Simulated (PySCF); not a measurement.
Computed shifts of a molecule C₃H₆BNO, KT2/pcSseg-1 run with PySCF, GIAO, gas phase, equivalent atoms averaged, in ppm (number of nuclei): ¹³C: 107.4 (1), 9.5 (1), 7.5 (1). ¹⁵N: 190.3 (1). ¹H: 1.06 (6). References: ¹³C against TMS (σ = 185.1 ppm); ¹¹B against BF3 (σ = 89.8 ppm); ¹⁷O against H2O (σ = 330.4 ppm); ¹⁵N against NH3 (σ = 266.2 ppm); ¹H against TMS (σ = 31.47 ppm), references at their B3LYP-D3(BJ)/def2-TZVP geometries, non-relativistic. Geometry optimised at B3LYP-D3(BJ)/def2-SVP. Other conformers were not sampled.

Q: Which structure fits?
A) OB1C=CCN1
B) NB1CC=CO1
C) C#CB(O)NC
D) CB(C)OC#N

A: D, CB(C)OC#N
